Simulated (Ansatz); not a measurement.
`C=C[N]([GeH3])[SiH2]Cl`, relaxed with RKS PBE0-D4/def2-TZVP in the Gaussian-basis code of Ansatz from a GFN2-xTB geometry. The force threshold is 0.005 eV/Å; the program also tests the step.

The species carries charge 0 and has multiplicity 1.

Start:

```xyz
14

C     2.241   -0.292    0.325
C     1.233    0.101   -0.439
N    -0.114    0.054   -0.111
Ge   -1.370    0.667   -1.348
Si   -0.643   -0.556    1.417
Cl   -2.645   -0.359    1.237
H     3.254   -0.214   -0.026
H     2.095   -0.699    1.310
H     1.431    0.505   -1.426
H    -0.527    1.112   -2.509
H    -2.126    1.824   -0.780
H    -2.275   -0.449   -1.759
H    -0.207    0.282    2.530
H    -0.346   -1.977    1.581
```

(1) By how much does the energy fall, and how many steps does the optimiser take? (Best estimate.)

(2) Which bonds change most? (Estimate.)

(3) Give the relaxed structure. (An estimate is asked.)

Answers

(1) Computed: 0.16 eV, in 6 steps.

(2) Ansatz gave: Ge4–H12 from 1.494 to 1.534 Å; Ge4–H11 from 1.494 to 1.534 Å; Si5–Cl6 from 2.019 to 2.057 Å; Ge4–H10 from 1.502 to 1.536 Å.

(3) Computed: 
```xyz
14

C     2.198   -0.302    0.361
C     1.203    0.100   -0.432
N    -0.159    0.069   -0.138
Ge   -1.362    0.696   -1.418
Si   -0.634   -0.552    1.400
Cl   -2.687   -0.453    1.474
H     3.220   -0.227    0.017
H     2.046   -0.710    1.354
H     1.446    0.498   -1.414
H    -0.463    1.137   -2.584
H    -2.154    1.884   -0.857
H    -2.307   -0.432   -1.850
H    -0.103    0.264    2.517
H    -0.245   -1.971    1.570
```
